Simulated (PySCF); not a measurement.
SMILES CB([S][Al]([CH3])[CH3])C (C4H12AlBS), GFN2-xTB optimised geometry.

```
19

B     -0.24     0.00     0.00
C     -1.07     1.35     0.00
C     -1.00    -1.38    -0.01
S      1.55     0.00     0.00
Al     1.97     2.20     0.08
C      2.80     2.90    -1.59
C      1.60     3.10     1.82
H     -0.49     2.22    -0.35
H     -1.41     1.58     1.01
H     -1.97     1.28    -0.61
H     -1.31    -1.62    -1.03
H     -0.39    -2.22     0.33
H     -1.91    -1.36     0.58
H      3.27     3.87    -1.44
H      2.08     3.01    -2.41
H      3.57     2.22    -1.96
H      1.03     4.02     1.69
H      2.53     3.40     2.32
H      1.05     2.47     2.52
```

Density from B3LYP/def2-SVP in PySCF at that geometry.

Minimum of the electron density along straight lines between bonded atoms, close to the bond critical point (lines longer than 1.1 times the sum of covalent radii, or with two minima, are not listed):

| bond | length / Å | ρ at the minimum / e bohr⁻³ | ∇²ρ there / e bohr⁻⁵ | position (fraction from the first atom) |
|---|---|---|---|---|
| B1–C2 | 1.588 | 0.176 | -0.13 | 0.32 |
| B1–C3 | 1.582 | 0.180 | ? | 0.32 |
| B1–S4 | 1.783 | ? | ? | 0.30 |
| S4–Al5 | 2.240 | 0.064 | 0.20 | 0.63 |
| Al5–C6 | 1.989 | 0.079 | 0.31 | 0.40 |
| Al5–C7 | 1.993 | 0.079 | 0.30 | 0.40 |
| C2–H8 | 1.100 | 0.262 | -0.87 | 0.60 |
| C2–H9 | 1.091 | 0.269 | -0.95 | 0.62 |
| C2–H10 | 1.089 | 0.272 | -0.98 | 0.62 |
| C3–H11 | 1.091 | 0.267 | -0.93 | 0.62 |
| C3–H12 | 1.087 | 0.274 | -0.99 | 0.62 |
| C3–H13 | 1.089 | 0.271 | -0.96 | 0.62 |
| C6–H14 | 1.093 | 0.267 | -0.93 | 0.62 |
| C6–H15 | 1.096 | 0.264 | -0.91 | 0.62 |
| C6–H16 | 1.097 | 0.265 | -0.92 | 0.62 |
| C7–H17 | 1.095 | 0.265 | -0.92 | 0.62 |
| C7–H18 | 1.095 | 0.265 | -0.91 | 0.62 |
| C7–H19 | 1.096 | 0.266 | -0.92 | 0.62 |

Task: What belongs in the gaps?

Result: 
- B1–C3, ∇²ρ there / e bohr⁻⁵: -0.16
- B1–S4, ρ at the minimum / e bohr⁻³: 0.151
- B1–S4, ∇²ρ there / e bohr⁻⁵: -0.12
